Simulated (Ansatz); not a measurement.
One change: `N[SiH2][O][GeH2][NH2]` becomes `N[SiH2]OCO`.

Ansatz, PBE0-D4/def2-TZVP geometries, multiplicity 1. Each molecule was computed in one conformer, which needn't be the lowest.

Scalar relativity is left out up to krypton.

```json
{"property": "size of the dipole moment (PBE/def2-TZVPP) / D", "`N[SiH2][O][GeH2][NH2]`": "1.89"}
{"property": "HOMO–LUMO gap (ωB97M-V/def2-TZVPP) / eV", "`N[SiH2][O][GeH2][NH2]`": "11.70"}
{"property": "HOMO energy (B3LYP/def2-TZVPP) / eV", "`N[SiH2][O][GeH2][NH2]`": "-7.18"}
{"property": "LUMO energy (PBE0/def2-TZVPP) / eV", "`N[SiH2][O][GeH2][NH2]`": "0.47"}
{"property": "LUMO energy (ωB97M-V/def2-TZVPP) / eV", "`N[SiH2][O][GeH2][NH2]`": "1.91"}
{"property": "HOMO–LUMO gap (B3LYP/def2-TZVPP) / eV", "`N[SiH2][O][GeH2][NH2]`": "7.34"}
```

Question: What does the change do to each property? (Estimate.)

Answer: Ansatz gave: 
| property | `N[SiH2]OCO` | shift |
| --- | --- | --- |
| size of the dipole moment (PBE/def2-TZVPP) / D | 1.85 | -0.04 |
| HOMO–LUMO gap (ωB97M-V/def2-TZVPP) / eV | 12.30 | 0.60 |
| HOMO energy (B3LYP/def2-TZVPP) / eV | -7.43 | -0.25 |
| LUMO energy (PBE0/def2-TZVPP) / eV | 0.75 | 0.28 |
| LUMO energy (ωB97M-V/def2-TZVPP) / eV | 2.21 | 0.30 |
| HOMO–LUMO gap (B3LYP/def2-TZVPP) / eV | 7.86 | 0.52 |

With PBE0 the HOMO falls by 0.26 eV and the LUMO rises by 0.28 eV, so the gap widens by about 0.54 eV. PBE moves the HOMO by -0.21 eV and ωB97M-V by -0.30 eV. Dipoles are sizes alone; their direction can turn.

B3LYP here is the variant with VWN-RPA as its local correlation; programs differ in this.
